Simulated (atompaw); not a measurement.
An all-electron radial function and its pseudo partner (Ta)

Columns: radius, all-electron u(r) and pseudo u(r) of the 6s shell (level -5.44 eV) of tantalum in the configuration [Kr] 4d10 4f14 5s2 5p6 5d3 6s2 6p0; PBE, scalar-relativistic, PAW (atompaw) scheme, atompaw 4.2.0.5.

```
r (bohr)  all-electron  pseudo
   0.115       -0.0801  0.0293
   0.231        0.0036  0.0589
   0.346        0.1778  0.0885
   0.462        0.1001  0.1187
   0.577       -0.0739  0.1490
   0.692       -0.2157  0.1798
   0.808       -0.2846  0.2113
   0.923       -0.2834  0.2431
   1.038       -0.2313  0.2752
   1.154       -0.1470  0.3079
   1.269       -0.0477  0.3405
   1.385        0.0566  0.3733
   1.500        0.1568  0.4056
   1.615        0.2490  0.4372
   1.731        0.3315  0.4681
   1.846        0.4020  0.4972
   1.962        0.4616  0.5247
   2.077        0.5099  0.5495
   2.192        0.5483  0.5715
   2.308        0.5778  0.5902
   2.423        0.5990  0.6049
   2.538        0.6131  0.6154
   2.654        0.6210  0.6217
   2.769        0.6234  0.6236
   2.885        0.6212  0.6213
   3.000        0.6151  0.6151
```

(1) How many radial nodes do the two functions have?

(2) Is the pseudo-wave norm-conserving?

## Answers

(1) The all-electron 6s function has n − l − 1 = 5 (the table is too coarse to show those close to the nucleus); the pseudo-wave has 0, since the states of the same l below it are removed with the core.

(2) No, it belongs to a PAW set: the norm inside the radius is not constrained, and the difference is carried by the augmentation charge.
